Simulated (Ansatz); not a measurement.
`[Cl][Hf]([Cl])([Cl])[I]` + `[SH][Sn]([Cl])([Cl])[Cl]` → `[SH][Hf]([Cl])([Cl])[Cl]` + `[Cl][Sn]([Cl])([Cl])[I]`  (redistribution)

Program: Ansatz. Geometries: PBE0-D4/def2-TZVP. ΔE: electronic, gas phase. CCSD(T)/CBS is the MP2 limit (def2-TZVPP, def2-QZVPP) plus CCSD(T) − MP2 in def2-TZVPP, frozen cores. DFT in def2-TZVPP. Elements past krypton have def2 core potentials. For Hf, I, Sn outer-core shells are correlated without core-valence functions, which leaves a few kJ/mol of doubt a bond. One conformer a species, not always the lowest.

| species | r2SCAN0-D4 energy (Eh) |
| --- | --- |
| `[Cl][Hf]([Cl])([Cl])[I]` | -1726.67366 |
| `[SH][Sn]([Cl])([Cl])[Cl]` | -1993.84694 |
| `[SH][Hf]([Cl])([Cl])[Cl]` | -1827.62688 |
| `[Cl][Sn]([Cl])([Cl])[I]` | -1892.88906 |

**Question.** Work out ΔE.

**Answer.** ΔE = (-1827.62688) + (-1892.88906) − (-1726.67366) − (-1993.84694) = 0.00466 Eh = +12.2 kJ/mol. CCSD(T)/CBS gives +11.1 kJ/mol.

**Question.** What do rigid-rotor, harmonic-oscillator terms from PBE0-D4/def2-TZVP frequencies (298.15 K, 1 bar) make of the CCSD(T)/CBS value? (Estimate.)

**Answer.** Computed: ΔZPE = -1.5 kJ/mol, ΔH = +9.9 kJ/mol, ΔS = 0 J/(mol·K), ΔG = +10.0 kJ/mol. Modes under 50 cm⁻¹ make the entropy rough.

Largest T1 diagnostic among the species: 0.014.

In def2-TZVPP, CCSD(T) changes the Hartree–Fock value by +3.6 kJ/mol (the triples alone add +1.1 kJ/mol) and MP2 by +5.9 kJ/mol. From BLYP to BHLYP (50 % exact exchange), in def2-TZVPP and without D4, ΔE moves by +3.4 kJ/mol.
